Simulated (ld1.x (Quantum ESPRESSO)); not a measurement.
**aluminium, PAW: configuration errors across variants**

```
Element                 : aluminium
Generator               : ld1.x (Quantum ESPRESSO) 7.5
Type                    : PAW
Functional              : PBEsol
Relativity              : non-relativistic
Frozen core             : [Ne]
Valence charge          : 3
Reference configuration : 3s1 3p2
Partial waves           : 3s (bound): rcut 1.70, rcutus 2.05 bohr; 3s channel at -0.05 Ry: rcut 1.70, rcutus 2.05 bohr; 3p (bound): rcut 2.10, rcutus 2.80 bohr; 3p channel at 0.3 Ry: rcut 2.10, rcutus 2.80 bohr; 3d channel at 0.5 Ry: rcut 2.25, rcutus 2.85 bohr; 3d channel at 1.95 Ry: rcut 2.25, rcutus 2.85 bohr
Local potential         : all-electron potential smoothed inside 1.85 bohr (lloc = -1)
Core correction         : Bessel-smoothed model core inside 1.25 bohr
Augmentation charge     : PSQ, inside the norm-conserving radii
```

All-electron excitation energies from the reference (eV): (1) 3s2 3p1 -5.087; (2) 3s2 3p0 0.659; (3) 3s1 3p0 19.796; (4) 3s2 3p1.3 -5.657; (5) 3s0 3p3 5.251; (6) 3s1 3p1 6.412; (7) 3s2 3p0.5 -3.009.

2 further variants failed, have other tests or another functional or relativity, and are left out.

Errors AE − PS in meV (a dash: test not solved or not reliable):

```tsv
change	(1)	(2)	(3)	(4)	(5)	(6)	(7)	bound ghosts
base	-1.3	-0.4	-12	-1.4	-1.0	-0.9	-0.9	none
waves 3d channel at 0.5 Ry: rcut 2.25, rcutus 2.88 bohr; 3d channel at 1.95 Ry: rcut 2.25, rcutus 2.88 bohr	-1.3	-0.4	-12	-1.4	-1.0	-0.9	-0.9	none
type TM; waves now 3p (bound): rc 2.80 bohr; 3d channel at 0.5 Ry: rc 2.85 bohr; 3s (bound): rc 2.05 bohr; local potential the s channel	-1.6	-3.4	+9.5	-0.7	-1.6	+2.6	-3.0	none
local potential all-electron potential smoothed inside 2.64 bohr (lloc = -1)	-1.3	-0.4	-12	-1.4	-1.0	-0.9	-0.9	none
wave 3p channel at 0.3 Ry: rcut 2.10, rcutus 2.80 bohr becomes 3p channel at 1.99 Ry: rcut 2.10, rcutus 2.80 bohr	-1.3	-0.4	-12	-1.4	-0.9	-0.2	-0.6	none
core correction Bessel-smoothed model core inside 1.60 bohr	-1.3	-0.4	-12	-1.3	-0.9	-0.9	-0.9	none
waves 3p (bound): rcut 2.10, rcutus 2.98 bohr; 3p channel at 0.3 Ry: rcut 2.10, rcutus 2.98 bohr	-1.3	-0.4	-12	-1.4	-0.9	-0.9	-0.9	none
```

**Question.** Give the same row for: waves 3s (bound): rcut 1.70, rcutus 2.76 bohr; 3s channel at -0.05 Ry: rcut 1.70, rcutus 2.76 bohr.

**Answer.** -0.6, +0.2, -11, -0.7, -1.0, -0.8, -0.1; bound ghosts: none.
